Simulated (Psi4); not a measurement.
C3H7O, charge -1, singlet, at a GFN2-xTB geometry (a gas-phase anion, which may not be bound at this level); PBE/6-31G, TDA (Psi4).

The Psi4 input:
```
memory 2 GB

molecule mol {
-1 1
O    -0.023642   -0.727914   -0.024102
C    -0.116951    0.723098    0.023535
C     1.279972   -1.175846   -0.053462
C    -1.537940    1.164040   -0.039947
H     0.532829    1.001199    0.938988
H     0.448597    1.107859   -0.851830
H     1.267538   -2.270327   -0.051974
H     1.820978   -0.828458   -0.954974
H     1.857492   -0.826216    0.825249
H    -1.974054    1.113194    0.991900
H    -1.514731    2.258309   -0.285304
symmetry c1
}

set {
  basis 6-31g
  reference rks
  puream true
  save_jk true
  tdscf_states [5]
  tdscf_tda true
  d_convergence 1e-8
}

energy('td-pbe')
print_variables()
```

It wrote (shortened):

```
   => Loading Basis Set <=

    Name: 6-31G
    Role: ORBITAL
    Keyword: BASIS

         ---------------------------------------------------------
                                   SCF
               by Justin Turney, Rob Parrish, Andy Simmonett
                          and Daniel G. A. Smith
                              RKS Reference
         ---------------------------------------------------------

  ==> Geometry <==

    Molecular point group: c1
    Full point group: C1

    Geometry (in Angstrom), charge = -1, multiplicity = 1:

       Center              X                  Y                   Z               Mass
    ------------   -----------------  -----------------  -----------------  -----------------
         O            0.017331090134    -0.701839587462    -0.013819929363    15.994914619570
         C           -0.075977909866     0.749172412538     0.033817070637    12.000000000000
         C            1.320945090134    -1.149771587462    -0.043179929363    12.000000000000
         C           -1.496966909866     1.190114412538    -0.029664929363    12.000000000000
         H            0.573802090134     1.027273412538     0.949270070637     1.007825032230
         H            0.489570090134     1.133933412538    -0.841547929363     1.007825032230
         H            1.308511090134    -2.244252587462    -0.041691929363     1.007825032230
         H            1.861951090134    -0.802383587462    -0.944691929363     1.007825032230
         H            1.898465090134    -0.800141587462     0.835531070637     1.007825032230
         H           -1.933080909866     1.139268412538     1.002182070637     1.007825032230
         H           -1.473757909866     2.284383412538    -0.275021929363     1.007825032230

  Running in c1 symmetry.

  Rotational constants: A =      1.02736  B =      0.14248  C =      0.13367 [cm^-1]
  Rotational constants: A =  30799.61636  B =   4271.42801  C =   4007.28833 [MHz]
  Nuclear repulsion =  124.972373070734179

  Charge       = -1
  Multiplicity = 1
  Electrons    = 34
  Nalpha       = 17
  Nbeta        = 17

  ==> Algorithm <==

  SCF Algorithm Type is DF.
  DIIS enabled.
  MOM disabled.
  Fractional occupation disabled.
  Guess Type is SAD.
  Energy threshold   = 1.00e-06
  Density threshold  = 1.00e-08
  Integral threshold = 1.00e-12

  ==> Primary Basis <==

  Basis Set: 6-31G
    Blend: 6-31G
    Number of shells: 34
    Number of basis functions: 50
    Number of Cartesian functions: 50
    Spherical Harmonics?: true
    Max angular momentum: 1

  ==> DFT Potential <==

   => LibXC <=

    Version 7.1.2
    S. Lehtola, C. Steigemann, M. J. T. Oliveira, and M. A. L. Marques,  SoftwareX 7, 1–5 (2018) (10.1016/j.softx.2017.11.002)

   => Composite Functional: PBE <=

    PBE GGA Exchange-Correlation Functional

    J.P. Perdew et. al., Phys. Rev. Lett., 77(18), 3865-3868, 1996

    Deriv               =              1
    GGA                 =           TRUE
    Meta                =          FALSE

    Exchange Hybrid     =          FALSE
    MP2 Hybrid          =          FALSE

   => Exchange Functionals <=

    1.0000     XC_GGA_X_PBE

   => Correlation Functionals <=

    1.0000     XC_GGA_C_PBE

   => LibXC Density Thresholds  <==

    XC_GGA_C_PBE:  1.00E-12
    XC_GGA_X_PBE:  1.00E-15

   => Molecular Quadrature <=

    Radial Scheme          =       TREUTLER
    Pruning Scheme         =           NONE
    Nuclear Scheme         =       TREUTLER

    Blocking Scheme        =         OCTREE
    BS radius alpha        =              1
    Pruning alpha          =              1
    Radial Points          =             75
    Spherical Points       =            302
    Total Points           =         235139
    Total Blocks           =           1793
    Max Points             =            256
    Max Functions          =             50
    Weights Tolerance      =       1.00E-15

   => Loading Basis Set <=

    Name: (6-31G AUX)
    Role: JKFIT
    Keyword: DF_BASIS_SCF

  ==> Integral Setup <==

  SCF_SUBTYPE=INCORE selected. In-core MEM_DF algorithm will be used.
  Using in-core AOs.

  ==> MemDFJK: Density-Fitted J/K Matrices <==

    J tasked:                   Yes
    K tasked:                    No
    wK tasked:                   No
    Algorithm:                 Core
    Schwarz Cutoff:           1E-12
    Mask sparsity (%):       0.7200
    Fitting Condition:        1E-10

   => Auxiliary Basis Set <=

  Basis Set: (6-31G AUX)
    Blend: CC-PVDZ-JKFIT
    Number of shells: 159
    Number of basis functions: 441
    Number of Cartesian functions: 499
    Spherical Harmonics?: true
    Max angular momentum: 3

  Minimum eigenvalue in the overlap matrix is 8.1821917301E-03.
  Reciprocal condition number of the overlap matrix is 1.6784222596E-03.
    Using symmetric orthogonalization.

  ==> Pre-Iterations <==

  SCF Guess: Superposition of Atomic Densities via on-the-fly atomic UHF (no occupation information).

   -------------------------
    Irrep   Nso     Nmo
   -------------------------
     A         50      50
   -------------------------
    Total      50      50
   -------------------------

  ==> Iterations <==

                           Total Energy        Delta E     RMS |[F,P]|

   @DF-RKS iter SAD:  -192.81227998017911   -1.92812e+02   0.00000e+00
   @DF-RKS iter   1:  -192.73554055805320    7.67394e-02   2.02165e-02 ADIIS/DIIS
   @DF-RKS iter   2:  -190.28781424317120    2.44773e+00   3.74055e-02 ADIIS/DIIS
   @DF-RKS iter   3:  -193.21890803380529   -2.93109e+00   8.30329e-03 ADIIS/DIIS
   @DF-RKS iter   4:  -193.30447720094966   -8.55692e-02   4.12573e-03 ADIIS/DIIS
   @DF-RKS iter   5:  -193.32538059370182   -2.09034e-02   6.64011e-04 ADIIS/DIIS
   @DF-RKS iter   6:  -193.32563535800844   -2.54764e-04   6.07353e-04 ADIIS/DIIS
   @DF-RKS iter   7:  -193.32610807844480   -4.72720e-04   6.61045e-05 DIIS
   @DF-RKS iter   8:  -193.32611304412674   -4.96568e-06   3.21700e-05 DIIS
[...]
  @DF-RKS Final Energy:  -193.32611465303592
    Total Energy =                       -193.3261146530359156
[...]

 L = 1.  Multiply by 2.5417464519 to convert [e a0] to [Debye]
 Dipole X            :         -0.4405495            2.5551194            2.1145700
 Dipole Y            :         -2.6220659            1.6260255           -0.9960405
 Dipole Z            :         -0.4255069            0.6411904            0.2156835
 Magnitude           :                                                    2.3473436

 ------------------------------------------------------------------------------------

******************************************************************************************
**********                               WARNING                                **********
**********       The names of excited state variables changed between 1.5       **********
**********     and 1.6. For a quick solution, remove the symmetry specifier     **********
**********   from the variable name. For full details, see 'Notes on Psivars'   **********
**********                        in the documentation.                         **********
******************************************************************************************

         ---------------------------------------------------------
                         TDSCF excitation energies
                 by Andrew M. James and Daniel G. A. Smith
         ---------------------------------------------------------

  ==> Options <==

     Residual threshold  : 1.0000e-06
     Initial guess       : denominators
     Reference           : RHF
     Solver type         : TDA (Davidson)

  ==> Requested Excitations <==

      5 singlet states with A symmetry

  ==> Seeking the lowest 5 singlet states with A symmetry

                         Generalized Davidson Solver
                               By Ruhee Dcunha

  ==> Options <==

    Max number of iterations        = 60
    Eigenvector tolerance           = 1.0000e-06
    Max number of expansion vectors = 1500

  => Iterations <=
                           Max[D[value]]     Max[|R|]   # vectors
  DavidsonSolver iter   1:   1.89464e-01  5.85476e-02     20
  DavidsonSolver iter   2:   4.13825e-03  8.63245e-03     25
  DavidsonSolver iter   3:   9.04285e-05  7.81837e-04     30
  DavidsonSolver iter   4:   6.85369e-07  5.96932e-05     35
  DavidsonSolver iter   5:   4.57472e-09  4.03868e-06     40
  DavidsonSolver iter   6:   1.75477e-11  3.88602e-07     44      Converged

******************************************************************************************
**********                               WARNING                                **********
**********  Length-gauge rotatory strengths are **NOT** gauge-origin invariant  **********
******************************************************************************************

                                    Excitation Energy         Total Energy        Oscillator Strength             Rotatory Strength
     #   Sym: GS->ES (Trans)        au              eV              au          au (length)    au (velocity)    au (length)    au (velocity)
    ---- -------------------- --------------- --------------- --------------- --------------- --------------- --------------- ---------------
     1        A->A (1 A)       0.10391         2.82756        -193.22220       0.0340          0.0014          0.0321          0.0017
     2        A->A (1 A)       0.14481         3.94050        -193.18130       0.0116          0.0040          0.0121          0.0117
     3        A->A (1 A)       0.15797         4.29851        -193.16815       0.0046          0.0030         -0.0012          0.0125
     4        A->A (1 A)       0.16450         4.47622        -193.16162       0.0389          0.0173          0.0369          0.0280
     5        A->A (1 A)       0.18523         5.04049        -193.14088       0.0471          0.0033         -0.0432         -0.0224

Contributing excitations
Only contributions with abs(coeff) > 1.00e-01 will be printed:

Excited State    1 (1 A):   0.10391 au   438.48 nm f = 0.0340
  Sums of squares: Xssq =  1.000000e+00
     17a  ->  18a    -0.973754 (94.820%)
     17a  ->  19a     0.158068 ( 2.499%)

Excited State    2 (1 A):   0.14481 au   314.64 nm f = 0.0116
  Sums of squares: Xssq =  1.000000e+00
     17a  ->  19a     0.919291 (84.510%)
     17a  ->  20a    -0.310387 ( 9.634%)
     17a  ->  21a     0.185319 ( 3.434%)

Excited State    3 (1 A):   0.15797 au   288.44 nm f = 0.0046
  Sums of squares: Xssq =  1.000000e+00
     17a  ->  20a     0.700875 (49.123%)
     17a  ->  21a     0.697280 (48.620%)
     17a  ->  22a    -0.113304 ( 1.284%)

Excited State    4 (1 A):   0.16450 au   276.98 nm f = 0.0389
  Sums of squares: Xssq =  1.000000e+00
     17a  ->  18a    -0.108340 ( 1.174%)
     17a  ->  19a    -0.280079 ( 7.844%)
     17a  ->  20a    -0.589173 (34.712%)
     17a  ->  21a     0.672489 (45.224%)
     17a  ->  22a     0.232998 ( 5.429%)
     17a  ->  23a     0.214667 ( 4.608%)

Excited State    5 (1 A):   0.18523 au   245.98 nm f = 0.0471
  Sums of squares: Xssq =  1.000000e+00
     17a  ->  20a     0.167630 ( 2.810%)
     17a  ->  22a     0.936719 (87.744%)
     17a  ->  23a    -0.253771 ( 6.440%)

******************************************************************************************
**********                               WARNING                                **********
**********       The names of excited state variables changed between 1.5       **********
**********     and 1.6. For a quick solution, remove the symmetry specifier     **********
**********   from the variable name. For full details, see 'Notes on Psivars'   **********
**********                        in the documentation.                         **********
******************************************************************************************

  Variable Map:
  ----------------------------------------------------------------------------
[...]
  Array Variable Map:
  ----------------------------------------------------------------------------
[...]
[...]
```
